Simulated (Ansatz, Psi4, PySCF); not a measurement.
C$_{4}$H$_{9}$LiO (SMILES [Li][O]C(C)(C)C), singlet, geometry from GFN2-xTB (such geometries of metal compounds can be far from the true shape). Base run: BLYP/cc-pVDZ run with PySCF.

The PySCF input:
```python
from pyscf import gto, scf, dft

mol = gto.M(
    atom='''
Li    0.952825    1.839100    1.901016
O     0.432552    0.834893    0.863001
C    -0.035026   -0.067605   -0.069881
C     1.009963   -1.173501   -0.300873
C    -1.341387   -0.709986    0.429250
C    -0.307909    0.649476   -1.403933
H     0.658894   -1.895049   -1.033882
H     1.208243   -1.683966    0.639096
H     1.936718   -0.725713   -0.653071
H    -1.155500   -1.218008    1.373067
H    -1.725533   -1.425014   -0.293488
H    -2.084437    0.066966    0.595546
H     0.611900    1.106872   -1.761945
H    -1.045512    1.433593   -1.247299
H    -0.677517   -0.046428   -2.152459
''',
    basis='cc-pvdz',
    charge=0,
    spin=0,
    verbose=4,
)

mf = dft.RKS(mol)
mf.xc = 'blyp'
mf.kernel()
```

The same geometry, method and basis name were run in Ansatz (an electronic-structure program) and Psi4 and PySCF, at each program's defaults and at the settings that a row names. The base is PySCF at its defaults. Differences at the defaults can come from grids, fitting, cores and function types together.

```csv
code and settings,ΔE vs base (mEh),basis functions,E (Eh),SCF cycles,dipole (D)
"PySCF, defaults (exact integrals, its default grid, spherical functions)",0.000,129,-240.50539,11,4.82
"Psi4, defaults (density fitting with its default set, its default grid, spherical functions)",[?],129,[?],10,4.83
"Ansatz, defaults (factorised integrals, its default grid, spherical functions)",-0.167,129,-240.50556,-,-
"PySCF, density fitting with def2-universal-jkfit",-0.136,129,-240.50553,11,4.82
"PySCF, fine grid",0.041,129,-240.50535,11,4.82
"Psi4, exact integrals, spherical functions, fine grid",-0.168,129,-240.50556,12,4.83
"Ansatz, high accuracy",-0.167,129,-240.50556,-,-
```

Task: Complete the blanks.

Result: 
- Psi4, defaults (density fitting with its default set, its default grid, spherical functions), ΔE vs base (mEh): -0.360
- Psi4, defaults (density fitting with its default set, its default grid, spherical functions), E (Eh): -240.50575
